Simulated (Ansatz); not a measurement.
`[OH][Al]([F])[F]` + HBr → `[OH][Al]([F])[Br]` + H–F  (ligand exchange at the Al–F bond)

Calculated with Ansatz (gas phase, PBE0-D4/def2-TZVP geometries, no zero-point term in ΔE). CCSD(T)/CBS is the MP2 limit (def2-TZVPP, def2-QZVPP) plus CCSD(T) − MP2 in def2-TZVPP, frozen cores. This one scheme is used for every species. Functionals use def2-TZVPP. B3LYP here is the variant with VWN-RPA as its local correlation; programs differ in this. HSE06 is defined as in plane-wave codes. For Br outer-core shells are correlated without core-valence functions, which leaves a few kJ/mol of doubt a bond. Scalar relativity is left out up to krypton. One conformer a species, not always the lowest.

```csv
level,ΔE (kcal/mol),difference from CCSD(T)/CBS
LDA (SPW92),4.6,0.2
PBE-D4,4.1,-0.3
revPBE-D4,4.0,-0.4
BLYP-D4,6.9,2.5
r2SCAN-D4,5.1,0.7
B97M-V,6.4,2.0
PBE0-D4,3.1,-1.3
r2SCANh-D4,4.7,0.3
r2SCAN0-D4,4.1,-0.3
HSE06-D4,3.0,-1.4
BHLYP-D4,5.1,0.7
ωB97X-V,5.2,0.8
B2PLYP,6.4,2.0
PBE-QIDH,3.6,-0.8
PBE,4.7,0.3
revPBE,4.7,0.3
BLYP,8.1,3.7
r2SCAN,5.2,0.8
PBE0,3.7,-0.7
B3LYP,7.0,2.6
r2SCANh,4.8,0.4
r2SCAN0,4.3,-0.1
HSE06,3.6,-0.8
BHLYP,6.3,1.9
CAM-B3LYP,7.5,3.1
LC-ωPBE,5.3,0.9
RPA@PBE/def2-TZVPP,6.4,2.0
HF/def2-SVP,5.9,1.5
MP2/def2-SVP,6.6,2.2
CCSD/def2-SVP,7.4,3.0
CCSD(T)/def2-SVP,7.3,2.9
HF/def2-TZVPP,5.4,1.0
SCS-MP2/def2-TZVPP,5.8,1.4
CCSD/def2-TZVPP,5.7,1.3
CCSD(T)/def2-TZVPP,5.4,1.0
HF/def2-QZVPP,6.1,1.7
MP2/def2-QZVPP,4.3,-0.1
SCS-MP2/def2-QZVPP,5.5,1.1
HF/CBS(def2),6.2,1.8
CCSD/CBS(def2),4.7,0.3
CCSD(T)/CBS,4.4,0
```

Largest T1 diagnostic among the species: 0.013.

The D4 term adds −1.1 kcal/mol with B3LYP and −0.6 kcal/mol with PBE0; it sums over pairs of atoms, weighted by their polarisabilities, and B3LYP, whose exchange is more repulsive, gets the larger term. At CCSD(T), def2-SVP lies +2.9 kcal/mol from the extrapolated value and def2-TZVPP +1.0 kcal/mol. From r2SCAN to r2SCAN0 (25 % exact exchange), in def2-TZVPP and without D4, ΔE moves by −0.9 kcal/mol.
